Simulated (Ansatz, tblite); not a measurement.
Cost and result up the ladder for GeH2 (3 atoms). The state is a singlet with charge 0. Geometry: r2SCAN-D4/def2-TZVP.

Cartesian coordinates in Å:
```
Ge -0.4472 0.4592 -0.3870
H 0.9087 0.6345 0.4272
H -0.4615 -1.0937 -0.0402
```

Ansatz on 4 threads of Intel Xeon 6975P-C on a shared host; xTB runs through tblite on one thread. Times are rough, summed over both states, and most runs start from the orbitals of an earlier one. PBE0-D4/def2-TZVP serves as the yardstick here, not as an exact answer. The other state is a doublet.

The xTB rows come from tblite. Correlated methods freeze 9 core orbitals; core or outer-core shells of Ge are correlated, in sets that lack core-valence functions.

Run but left out: HF/def2-TZVPP (singlet: restricted singlet, unstable towards broken spin symmetry).

Correlated methods converge slowly with the basis.

Raw xTB energies of ions are shifted by several eV.

```json
{"level": "GFN2-xTB", "functions": "11", "wall time": "0.002 s"}
{"level": "GFN1-xTB", "functions": "13", "wall time": "0.003 s"}
{"level": "PBE-D4/def2-TZVP (with forces)", "functions": "60", "wall time": "0.35 s"}
{"level": "PBE0-D4/def2-TZVP", "functions": "60", "wall time": "0.45 s"}
{"level": "r2SCAN-D4/def2-TZVP", "functions": "60", "wall time": "0.7 s"}
{"level": "CCSD(T)/def2-TZVPP", "functions": "76", "wall time": "1 s"}
```

**Question.** Estimate what each level gives for the vertical IE (eV).

**Answer.** 
```json
{"level": "GFN2-xTB", "vertical IE (eV)": "14.76", "difference from PBE0-D4/def2-TZVP (eV)": "5.33", "remarks": "–"}
{"level": "GFN1-xTB", "vertical IE (eV)": "14.55", "difference from PBE0-D4/def2-TZVP (eV)": "5.12", "remarks": "–"}
{"level": "PBE-D4/def2-TZVP (with forces)", "vertical IE (eV)": "9.43", "difference from PBE0-D4/def2-TZVP (eV)": "0.00", "remarks": "–"}
{"level": "PBE0-D4/def2-TZVP", "vertical IE (eV)": "9.43", "difference from PBE0-D4/def2-TZVP (eV)": "0.00", "remarks": "–"}
{"level": "r2SCAN-D4/def2-TZVP", "vertical IE (eV)": "9.44", "difference from PBE0-D4/def2-TZVP (eV)": "0.01", "remarks": "–"}
{"level": "CCSD(T)/def2-TZVPP", "vertical IE (eV)": "9.49", "difference from PBE0-D4/def2-TZVP (eV)": "0.06", "remarks": "restricted SCF unstable (singlet)"}
```
